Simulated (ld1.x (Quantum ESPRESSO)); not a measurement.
# Varying the TM potential for Sn (Z = 50)

Base potential:

ld1.x (Quantum ESPRESSO) 7.5 input, shortened:

```
&input
   title='Sn', zed=50., rel=1, dft='PZ', iswitch=3,
   config='[Kr] 4d10 5s1.75 5p2.25'
 /
 &inputp
   pseudotype=2, tm=.true., lloc=0,
   nlcc=.true., new_core_ps=.true., rcore=0.80
 /
3
5P  2  1   2.25   0.00  1.90  1.90  0.0
4D  3  2  10.00   0.00  1.50  1.50  0.0
5S  1  0   1.75   0.00  1.70  1.70  0.0
 &test
   configts(1)='4d10 5s1.75 5p2.25'
 /
```

All-electron outer shells of the reference configuration (LDA (PZ), scalar-relativistic, ld1.x):

| shell | level (eV) | outermost node (bohr) | outermost maximum (bohr) |
| --- | --- | --- | --- |
| 4s | -134.04 | 0.40 | 0.74 |
| 4p | -89.95 | 0.41 | 0.79 |
| 4d | -26.27 | 0.39 | 0.88 |
| 5s | -11.04 | 0.98 | 1.99 |
| 5p | -4.03 | 1.09 | 2.52 |

Cutoffs, loose and tight: the cutoffs (Ry, on a coarse ladder) from which the occupation-weighted sum of valence levels, in a spherical-Bessel basis at the reference potential, stays within 10 and 1 mRy of its value at 400 Ry. They do not see the model core or the augmentation charge, which bear on the density cutoff. Test errors are all-electron minus pseudo excitation energies from the reference, over the configurations 4d10 5s2 5p2; 4d10 5s2 5p1; 4d10 5s2 5p0; 4d10 5s2 5p2.3; 4d10 5s0 5p4; 4d10 5s2 5p1.5; 4d10 5s0 5p0 (two spin-polarised tests are not counted in the largest error). A dash means not determined; rows that change the core or the reference have their own tests. The largest error is taken over the tests solved by every variant that gives reliable tests at all: 4d10 5s0 5p0; 4d10 5s2 5p0; 4d10 5s2 5p1.5.

A true bound ghost makes a file unfit for plane-wave use even where its test errors are small: the radial tests pick states by their node count and pass the ghost by.

Cutoffs are not given where the Bessel-basis levels miss the radial ones by over 6 mRy, ghosts where they miss by over 20 mRy; a channel whose overlap is not positive is not tested.

```csv
change,outcome,"cutoff, loose","cutoff, tight",bound ghosts,largest test error (meV)
base,generated,90 Ry,140 Ry,none,-73
wave 5p (bound): rc 1.90 bohr becomes 5p (bound): rc 1.24 bohr,generated,–,–,not determined,-154
wave 5p (bound): rc 1.90 bohr becomes 5p (bound): rc 1.42 bohr,generated,160 Ry,230 Ry,p,-79
wave 5p (bound): rc 1.90 bohr becomes 5p (bound): rc 1.74 bohr,generated,90 Ry,140 Ry,p,-70
wave 5p (bound): rc 1.90 bohr becomes 5p (bound): rc 1.86 bohr,generated,90 Ry,140 Ry,none,-72
wave 5p (bound): rc 1.90 bohr becomes 5p (bound): rc 2.16 bohr,generated,90 Ry,140 Ry,none,-68
wave 5p (bound): rc 1.90 bohr becomes 5p (bound): rc 2.34 bohr,generated,90 Ry,140 Ry,none,-66
wave 5p (bound): rc 1.90 bohr becomes 5p (bound): rc 2.54 bohr,generated,90 Ry,140 Ry,none,-71
wave 5p (bound): rc 1.90 bohr becomes 5p (bound): rc 2.84 bohr,generated,90 Ry,140 Ry,none,-93
```

Reading the sweep of the p radius (base included, trends over the rows without a ghost): The loose cutoff stays near 90 Ry. The median size of the test errors (rows with all tests solved) is not monotonic: lowest 0.8 meV at 2.84 bohr, highest 2.1 meV at 2.34 bohr. Bound ghosts are found at 1.42, 1.74 bohr.
